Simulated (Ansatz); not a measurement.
Ideal-gas functions of ruthenium tetroxide (`[O]=[Ru](=[O])(=[O])=[O]`) at 298.15 K and 1 bar, from an Ansatz frequency run at PBE0-D4/def2-TZVP.

Molar mass 165.07 g/mol, point group Td (symmetry number 12), electronic degeneracy 1, moments of inertia 117.996, 117.996, 117.999 u Å². Harmonic wavenumbers (cm⁻¹, unscaled): 351, 351, 375, 375, 375, 1018, 1029, 1029, 1029.

Use S(trans) = R[1.5 ln M + 2.5 ln T − 1.1517]; rotational temperatures θ = 24.2544 K / I; S(rot) = R[ln(√π/σ · √(T³/θAθBθC)) + 1.5]; for each mode x = 1.438777 ν̃/T, S = R[x/(eˣ − 1) − ln(1 − e⁻ˣ)] and H = RT x/(eˣ − 1); 1 cm⁻¹ = 0.0119627 kJ/mol; R = 8.31446 J/(mol·K).

By hand: the entropy, in J/(mol·K).

Translation 172.5. Rotation: θ = 0.2056, 0.2056, 0.2055 K, giving 87.4. Vibration, mode by mode: 4.86, 4.86, 4.43, 4.43, 4.43, 0.36, 0.35, 0.35, 0.35, in all 24.4. Electronic 0.0. Sum 284.3 J/(mol·K).

By hand: H − E and G − E in kJ/mol, counted from the electronic energy.

Zero-point energy ½ × 5932 × 0.0119627 = 35.5; thermal vibration 4.9; translation, rotation and pV give 4 RT = 9.9. H − E = 50.3 kJ/mol, and G − E = 50.3 − 298.15 × 284.3/1000 = -34.5 kJ/mol.

Vibration gives 9 % of the entropy.
